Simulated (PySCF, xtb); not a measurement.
HO3S, SMILES [O-][S+]([O-])O, charge -1.

GFN2-xTB (xtb) at its own geometry gives an orbital gap of 5.41 eV.

Geometry optimised at PBE0-D3(BJ)/def2-SVPD. The values are those of a single conformer.

Question: What does PySCF with M06-2X/def2-TZVPD give? (The exact figures need the calculation; the answer reports its results.)

Answer: gap 6.87 eV (levels -2.98 and 3.88 eV).
